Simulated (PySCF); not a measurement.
Compound: C4H6Se.
Structure used (PBE0-D3(BJ)/def2-SVP), in Å, numbered top down from 1:
```
atom  x, y, z in Å
C1    -2.2619    0.0630    0.3649
C2    -0.8239    0.2495    0.4600
C3     0.3763    0.4096    0.5290
C4     1.8105    0.5756    0.6135
Se5    2.8078   -0.3221   -0.8340
H6    -2.7769    1.0210    0.1920
H7    -2.6704   -0.3766    1.2883
H8    -2.5186   -0.6096   -0.4689
H9     2.2043    0.2159    1.5751
H10    2.0974    1.6341    0.5142
H11    2.2923   -1.6590   -0.5030
```

Level of theory: TDDFT PBE0/def2-SVPD, vertical, gas phase, core orbitals frozen in the response (PySCF). The PBE0/def2-SVPD calculation is non-relativistic and has no spin–orbit coupling, an omission that weighs most on selenium.

Ground-to-excited transition dipoles (e·a0, same axes as the geometry; the sign carries no meaning), for the states with f of 0.002 or more among the lowest 6:

```json
{"state": "S2", "E (eV)": "5.370", "μx": "-0.580", "μy": "0.120", "μz": "-0.216"}
{"state": "S3", "E (eV)": "5.714", "μx": "0.146", "μy": "-0.060", "μz": "-0.001"}
{"state": "S4", "E (eV)": "5.948", "μx": "-0.689", "μy": "0.186", "μz": "0.278"}
{"state": "S5", "E (eV)": "6.281", "μx": "-0.097", "μy": "-0.116", "μz": "0.188"}
{"state": "S6", "E (eV)": "6.345", "μx": "-0.449", "μy": "0.113", "μz": "0.161"}
```

Question: What oscillator strength does each state have?

Answer: f = (2/3) ΔE |μ|² with ΔE in hartree (27.2114 eV).

```tsv
state	|μ|² (au)	|μ| (D)	f
S2	0.398	1.60	0.052
S3	0.025	0.40	0.004
S4	0.586	1.95	0.085
S5	0.058	0.61	0.009
S6	0.240	1.25	0.037
```

Question: What angle do the transition dipoles of S2 and S4 make?

Answer: |cos θ| = |μa·μb| / (|μa| |μb|) = 0.75, so θ ≈ 41° (taken between 0 and 90°, since the signs are arbitrary).

Question: How is the summed strength of these states shared among x, y and z?

Answer: (2/3) Σ ΔE μα² gives 0.149 for x, 0.012 for y and 0.027 for z, 0.188 in all.

Question: What peak molar absorption coefficient would the strongest computed level give as a lone Gaussian band 0.3 eV wide at half height?

Answer: ε(max) = 2.175×10⁸ f / FWHM, with the width in cm⁻¹. S4: 2.175×10⁸ × 0.0854 / 2420 ≈ 7700 L mol⁻¹ cm⁻¹.

One conformer stands for the species.
